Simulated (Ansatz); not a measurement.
# Stretch profile

CHBClN (SMILES N#CBCl), singlet, at its PBE0-D4/def2-TZVP minimum:

| atom | x (Å) | y (Å) | z (Å) |
| --- | --- | --- | --- |
| N1 | 1.0532 | -1.4111 | 1.2182 |
| C2 | 0.5134 | -0.6309 | 0.5642 |
| B3 | -0.1766 | 0.4297 | -0.2933 |
| Cl4 | -1.5945 | 0.0052 | -1.1762 |
| H5 | 0.2544 | 1.5335 | -0.3542 |

The bond length B3–Cl4 (1.723 Å at the minimum) is set to the values below, the two halves moving rigidly along the bond. Each method's energies count from its own value at the PBE0-D4 minimum structure. Computed with Ansatz 0.2.0 (basis: def2-TZVPP); correlated methods freeze the cores. B3LYP uses VWN-RPA correlation.

```json
{"bond length (Å)": "1.551", "CCSD(T) (kJ/mol)": "54.6", "B3LYP-D4 (kJ/mol)": "53.3", "PBE-D4 (kJ/mol)": "53.9", "r2SCAN-D4 (kJ/mol)": "52.4"}
{"bond length (Å)": "1.586", "CCSD(T) (kJ/mol)": "33.2", "B3LYP-D4 (kJ/mol)": "32.6", "PBE-D4 (kJ/mol)": "33.1", "r2SCAN-D4 (kJ/mol)": "31.7"}
{"bond length (Å)": "1.636", "CCSD(T) (kJ/mol)": "13.0", "B3LYP-D4 (kJ/mol)": "12.9", "PBE-D4 (kJ/mol)": "13.2", "r2SCAN-D4 (kJ/mol)": "12.3"}
{"bond length (Å)": "1.696", "CCSD(T) (kJ/mol)": "1.5", "B3LYP-D4 (kJ/mol)": "1.6", "PBE-D4 (kJ/mol)": "1.7", "r2SCAN-D4 (kJ/mol)": "1.4"}
{"bond length (Å)": "1.761", "CCSD(T) (kJ/mol)": "1.0", "B3LYP-D4 (kJ/mol)": "0.8", "PBE-D4 (kJ/mol)": "0.7", "r2SCAN-D4 (kJ/mol)": "1.1"}
{"bond length (Å)": "1.832", "CCSD(T) (kJ/mol)": "10.9", "B3LYP-D4 (kJ/mol)": "9.9", "PBE-D4 (kJ/mol)": "9.4", "r2SCAN-D4 (kJ/mol)": "10.8"}
{"bond length (Å)": "1.907", "CCSD(T) (kJ/mol)": "29.5", "B3LYP-D4 (kJ/mol)": "27.4", "PBE-D4 (kJ/mol)": "26.4", "r2SCAN-D4 (kJ/mol)": "29.0"}
{"bond length (Å)": "1.986", "CCSD(T) (kJ/mol)": "55.0", "B3LYP-D4 (kJ/mol)": "51.5", "PBE-D4 (kJ/mol)": "50.1", "r2SCAN-D4 (kJ/mol)": "53.8"}
{"bond length (Å)": "2.068", "CCSD(T) (kJ/mol)": "85.5", "B3LYP-D4 (kJ/mol)": "80.4", "PBE-D4 (kJ/mol)": "78.4", "r2SCAN-D4 (kJ/mol)": "83.4"}
```

Minimum and curvature along this coordinate at CCSD(T): A fifth-order fit through the nearest points gives 1.730 Å, with a curvature of about 26 eV/Å².

**Question.** Treat the two halves as rigid bodies and work out the harmonic wavenumber of this stretch from that curvature (ν̃ = 521.5 √(k/μ) cm⁻¹ with k in eV/Å² and μ in u).

**Answer.** The halves weigh 37.84 and 35.45 u, so μ = 37.84 × 35.45/73.29 = 18.303 u and ν̃ = 521.5 √(26/18.303) ≈ 620 cm⁻¹. A true normal mode mixes in other motions, so this is a guide only.

Largest difference from the CCSD(T) curve over the scan: PBE0-D4 4.7; wB97M-V 3.2; HF 3.4; MP2 4.9 kJ/mol. Each curve counts from its own value at the minimum.

T1 diagnostic: at most 0.016.

For scale, one of the runs: CCSD(T)/def2-TZVPP, 149 basis functions (an equivalent command: `ansatz run in.yaml --threads 2`). The run took 21 s on 2 CPU threads (shared host), with 0.97 GiB of host memory at its peak.
